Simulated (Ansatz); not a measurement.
C$_{2}$H$_{7}$AlOSi. Charge 0, multiplicity 1. The bonds changed during the relaxation, so this is another structure than the one it started from.

```xyz
12

O     0.5674   -1.8489   -0.0236
C     0.5798   -0.5722   -0.3830
Al   -1.0072    0.1957   -1.4131
C     1.2358    0.2821    0.5486
Si   -0.6708    0.7739    1.0018
H    -0.0288   -2.3347   -0.6098
H    -0.7147    1.4536   -2.3374
H    -1.8972   -1.0657   -1.8271
H     1.5876    1.2221    0.1270
H     1.8718   -0.1541    1.3146
H    -1.0102   -0.1294    2.1318
H    -0.5133    2.1776    1.4701
```

(1) Give the diagnostics of a CCSD(T)/def2-TZVPP run (frozen core, Ansatz 0.2.0). (Estimate.)

Answers

(1) Ansatz gave: T1 = 0.0163, largest single amplitude 0.041, largest double 0.036, (T) share of the correlation energy 4.2 %, 11 CCSD cycles. The RHF solution is stable towards an unrestricted one. T1 lies under the customary mark of 0.02 for closed shells.
